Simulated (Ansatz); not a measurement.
Cartesian coordinates (Å):
```xyz
7

B      1.2846    -0.5663     0.0057
C      0.0045    -0.0029     0.0003
O     -0.2061     1.3388     0.2393
O     -1.1265    -0.7526    -0.2446
H      2.3536    -1.0359     0.0101
H     -0.6113     1.7341    -0.5471
H     -1.6987    -0.7153     0.5363
```
Charge 0, spin multiplicity 1.

Method: frozen-core CCSD(T)/cc-pVTZ // B3LYP-D3(BJ)/def2-TZVP (Ansatz, a first-principles code).

```
Quantity                        Value
----------------------  -------------
HF energy               -214.00220 Ha
MP2 correlation energy    -0.72573 Ha
```

Q: Estimate the CCSD correlation energy, the (T) correction, the total energy and the T1 diagnostic.

A: 
```
Quantity                         Value
-----------------------  -------------
CCSD correlation energy    -0.74523 Ha
(T) correction             -0.03043 Ha
CCSD(T) total energy     -214.77786 Ha
T1 diagnostic                    0.015
```
